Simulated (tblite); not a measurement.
Compound: selenate ion, SeO₄ (charge -2).
Bonds: O1–Se2 (double), Se2–O3 (double), Se2–O4, Se2–O5.
Bond orders are those of one Lewis drawing.
The ion is multiply charged and has no counter-ions or solvent; whether it holds all its electrons wasn't checked.

Computed with GFN2-xTB (tblite), gas phase: L-BFGS steps from a force-field or distance-geometry start until the largest atomic force falls under 0.01 eV/Å.

Step 3: E = -536.5788 eV
```
atom  x, y, z in Å  |  force x, y, z in eV/Å
O1      0.0338    1.5548    0.4700   -0.021  -0.009  -0.132
Se2     0.0044   -0.0137   -0.0309    0.012   0.289   0.373
O3     -0.1389   -0.9612    1.3048    0.085  -0.142  -0.093
O4      1.4498   -0.3352   -0.7874   -0.697  -0.085  -0.059
O5     -1.3405   -0.2419   -0.9737    0.622  -0.053  -0.089
```

Step 4: E = -536.5972 eV
```
atom  x, y, z in Å  |  force x, y, z in eV/Å
O1      0.0333    1.5535    0.4673   -0.017   0.177  -0.034
Se2     0.0044   -0.0102   -0.0255   -0.016   0.186   0.279
O3     -0.1371   -0.9621    1.3012    0.061  -0.195   0.065
O4      1.4350   -0.3361   -0.7870   -0.433  -0.106  -0.139
O5     -1.3269   -0.2422   -0.9733    0.404  -0.062  -0.171
```

Step 5: E = -536.6170 eV
```
atom  x, y, z in Å  |  force x, y, z in eV/Å
O1      0.0323    1.5584    0.4639   -0.013   0.370   0.122
Se2     0.0034   -0.0020   -0.0113   -0.040  -0.041   0.034
O3     -0.1334   -0.9688    1.2994    0.019  -0.180   0.250
O4      1.4068   -0.3403   -0.7910   -0.017  -0.102  -0.191
O5     -1.3005   -0.2444   -0.9782    0.052  -0.047  -0.215
```

Question: Estimate the geometry and energy of step 6. (The exact step hangs on the optimiser's Hessian estimate; all steps are aligned on step 5, rigid shifts and turns removed.)

Answer: E = -536.6230 eV, largest force 0.288 eV/Å
```
atom  x, y, z in Å  |  force x, y, z in eV/Å
O1      0.0317    1.5658    0.4646   -0.016   0.258   0.127
Se2     0.0024    0.0008   -0.0051   -0.021  -0.078  -0.051
O3     -0.1318   -0.9741    1.3030    0.008  -0.089   0.205
O4      1.3977   -0.3436   -0.7959    0.042  -0.068  -0.133
O5     -1.2914   -0.2460   -0.9838   -0.013  -0.023  -0.149
```

The energy changes by -0.0060 eV. The first-order estimate −F·Δx gives -0.0080 eV and the mean of the old and new forces, exact on a quadratic surface, -0.0060 eV. The step makes an angle of 46° with the force vector and moves no atom by more than 0.011 Å.

What follows is the cost of the whole relaxation. On one thread, Arm Neoverse V1 (aarch64) (shared host), this took under 0.1 s wall.
